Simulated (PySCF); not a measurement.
## Excited states of Ge²⁰⁺ (germanium, charge +20)

Ground state [Ne] 3s2, ¹S. Computed with PySCF 2.14 in an even-tempered Gaussian basis (20 s from 0.336 bohr⁻², ratio 2.5; 13 p from 0.432 bohr⁻², ratio 2.5; 8 d from 0.508 bohr⁻², ratio 2.7; 4 f from 16 bohr⁻², ratio 2.7), with scalar relativity by spin-free X2C-1e. Vertical excitation energies in eV without spin-orbit coupling; excited terms of each kind are numbered among those the solver found. Frozen: 1s2.

```csv
term,leading excitation,EOM-EE-CCSD
1 3P°,3s → p,45.272
1 1P°,3s → p,62.852
1 3D,3s → d,121.03
1 1D,3s → d,135.42
1 3S,3s → s,394.33
1 1S,3s → s,398.44
2 3P°,3s → p,416.92
2 1P°,3s → p,417.14
2 3D,3s → d,443.57
```

The spin-orbit splitting of the hole, absent here, rivals or exceeds the spacing of these terms, so the LS terms are model states.

Doubly excited terms such as np² are absent. The solver can miss terms. The 22 highest virtual orbitals were dropped.
